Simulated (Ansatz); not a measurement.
Level of theory: frozen-core CCSD(T)/def2-TZVPP // PBE-D3(BJ)/def2-TZVP (Ansatz, a program for electronic structure). The restricted HF reference is unstable towards unrestricted orbitals.

Ansatz 0.2 input:
```yaml
crystal:
  periodic: [false, false, false]
  atoms:
    - { symbol: C, position_ang: [1.439716, -1.100288, 0.253521] }
    - { symbol: C, position_ang: [0.13265, -0.798407, 0.268049] }
    - { symbol: C, position_ang: [-0.497868, 0.430313, -0.198978] }
    - { symbol: C, position_ang: [-1.836667, 0.558138, -0.279515] }
    - { symbol: Se, position_ang: [0.583234, 1.901955, -0.830984] }
    - { symbol: H, position_ang: [1.795247, -2.056686, 0.636448] }
    - { symbol: H, position_ang: [2.182619, -0.415053, -0.157294] }
    - { symbol: H, position_ang: [-0.576071, -1.531628, 0.670634] }
    - { symbol: H, position_ang: [-2.481266, -0.289101, -0.032793] }
    - { symbol: H, position_ang: [-2.317243, 1.482348, -0.597764] }
    - { symbol: H, position_ang: [1.57565, 1.818411, 0.268677] }
basis:
  gaussian: { orbitals: def2-TZVPP }
correlation:
  method: ccsd_t
```

Output:

```
Functional definition: HF
1555 factors; integrals over basis functions are off by at most 1.3e-3 eV
mean field evaluation 1: about -69516.4075 eV, gradient 3.2e1 eV
mean field evaluation 2: about -69516.7073 eV, gradient 3.2e1 eV
mean field evaluation 4: about -69519.9864 eV, gradient 3.9e0 eV
mean field evaluation 8: about -69520.0482 eV, gradient 3.5e-1 eV
mean field evaluation 16: about -69516.4063 eV, gradient 3.2e1 eV
mean field -69520.04900104 eV, -2554.8146784066 hartree, gradient 6.6e-6 eV, S^2 0.000000; 0 other end points of the search recorded, 0 dependent functions left out; unrestricted orbitals would lower it
13 core orbitals not correlated
reference -69520.04900104 eV, -2554.8146784066 hartree; 19, 19 occupied and 224, 224 virtual orbitals, 1555 factors
second order -25.15635855 eV of doubles, -0.00000000 eV of singles
cycle   1  -25.25604004 eV  change   -1.0e-1 eV  update   1.1e-1
cycle   2  -25.95565140 eV  change   -7.0e-1 eV  update   3.6e-2
cycle   3  -26.08964189 eV  change   -1.3e-1 eV  update   1.7e-2
cycle   4  -26.08245186 eV  change    7.2e-3 eV  update   5.0e-3
cycle   5  -26.08423228 eV  change   -1.8e-3 eV  update   2.1e-3
cycle   6  -26.08498260 eV  change   -7.5e-4 eV  update   5.8e-4
cycle   7  -26.08470204 eV  change    2.8e-4 eV  update   2.7e-4
cycle   8  -26.08468749 eV  change    1.5e-5 eV  update   1.1e-4
cycle   9  -26.08470652 eV  change   -1.9e-5 eV  update   4.6e-5
perturbative correction -1.23273485 eV, -0.0453021702 hartree
Total energy: -69547.36644242 eV, -2555.8185758607 hartree
```

Cost: very roughly 17 core-minutes.
